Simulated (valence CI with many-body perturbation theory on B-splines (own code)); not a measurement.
**Energy levels of S¹⁰⁺**

Method: valence CI with perturbative core correlation (CI+MBPT): four valence electrons over a frozen Dirac-Fock core [He], radial functions for each j: 11 s, 11 p, 10 d, 8 f, 5 g, 2 h, with the one-electron correlation potential Σ1, the two-electron term Σ2, the three-electron term Σ3, Breit, model QED; selected CI, second order for the rest, scaled by the run's own slope (own B-spline code, finite nucleus).

No measured levels were compared; by estimate levels of excited configurations hold to 0.05 to 0.15 % of their energy, terms of the ground configuration to about 0.5 %. Among the levels kept, up to 880 cm⁻¹ of a level comes from second order outside the variational space, and about a tenth of that is noise between levels of different J, which matters for small intervals.

Levels 91 to 135 of 172, with energies above the lowest level, 2s²2p² ³P_0. "Leading %" is the weight of the configuration and term that name the level; weights of strongly mixed levels are sums over their largest components and can fall short. Lifetimes count E1, E2, E3, M1 and M2 decay at the calculated energies, and are blank where another channel may lead or the interval is too uncertain; long ones can be off by a factor of two.

```
No.  Configuration  Term  J  E (cm⁻¹)  Leading %      g  Lifetime
 91        2s2p²3s    ³S  1   2768100         90  1.961   3.02 ps
 92        2s2p²3d    ³F  4   2771500         98  1.250   1.21 ps
 93        2s2p²3p   ³F°  2   2772900         60  0.798   3.62 ps
 94        2s2p²3p   ³F°  3   2775500         97  1.083    115 ps
 95        2s2p²3p   ¹D°  2   2776900         56  0.870   2.32 ps
 96        2s2p²3p   ³F°  4   2777100         98  1.250    343 ps
 97        2s2p²3s    ³P  0   2786300         72          4.42 ps
 98        2s2p²3p   ¹F°  3   2788300         93  1.015   1.70 ps
 99        2s2p²3p   ³D°  1   2790300         95  0.519   10.8 ps
100        2s2p²3p   ³D°  2   2791100         98  1.168   15.6 ps
101        2s2p²3p   ³D°  3   2792000         94  1.319   11.9 ps
102        2s2p²3s    ³P  1   2794100         85  1.506   3.67 ps
103        2s2p²3p   ¹P°  1   2795900         92  0.984   1.30 ps
104        2s2p²3d    ³D  1   2796600         96  0.512    800 fs
105        2s2p²3d    ³D  2   2797700         94  1.179    801 fs
106        2s2p²3s    ³P  2   2799400         91  1.486   3.59 ps
107        2s2p²3d    ³D  3   2799400         98  1.331    760 fs
108        2s2p²3s    ¹S  0   2803000         72          4.77 ps
109        2s2p²3p   ³P°  1   2808400         98  1.496   30.9 ps
110        2s2p²3p   ³P°  2   2808500         97  1.496   23.6 ps
111        2s2p²3p   ³P°  0   2808500         98          37.8 ps
112        2s2p²3s    ¹P  1   2810400         91  1.024   1.76 ps
113        2s2p²3p   ¹S°  0   2866200         54          11.5 ps
114        2s2p²3p   ³P°  1   2874500         82  1.375   8.01 ps
115        2s2p²3p   ³P°  0   2877700         55          13.5 ps
116        2s2p²3d    ³G  3   2877800         98  0.752   93.7 ps
117        2s2p²3d    ³G  4   2878200         98  1.052   41.2 ps
118        2s2p²3d    ³G  5   2878600         99  1.200    626 ps
119        2s2p²3p   ³P°  2   2878900         78  1.433   14.8 ps
120        2s2p²3p   ¹P°  1   2879600         51  0.936   2.60 ps
121        2s2p²3d    ³F  2   2882300         98  0.667    483 fs
122        2s2p²3d    ³F  4   2882500         97  1.247    476 fs
123        2s2p²3d    ³F  3   2882600         97  1.083    477 fs
124        2s2p²3p   ³D°  2   2890600         71  1.248   6.78 ps
125        2s2p²3p   ³D°  1   2890800         54  0.724   2.91 ps
126        2s2p²3d    ³D  1   2891100         98  0.499    504 fs
127        2s2p²3d    ³D  2   2891400         98  1.166    505 fs
128        2s2p²3d    ³D  3   2891900         92  1.314    532 fs
129        2s2p²3d    ¹F  3   2893200         91  1.017   2.12 ps
130        2s2p²3p   ³D°  3   2894100         94  1.333   6.38 ps
131        2s2p²3p   ³P°  2   2903400         88  1.479   5.28 ps
132        2s2p²3p   ³P°  0   2903400         95          7.88 ps
133        2s2p²3p   ³P°  1   2903500         90  1.471   6.41 ps
134        2s2p²3d    ¹G  4   2904700         98  1.001   38.6 ps
135        2s2p²3d    ³P  0   2909700         98           639 fs
```

Names give the largest LS component (configuration and term), which can be under half, so a name can repeat, a term be missing and a line seem to break the LS rules; names also repeat where a configuration has a term twice.
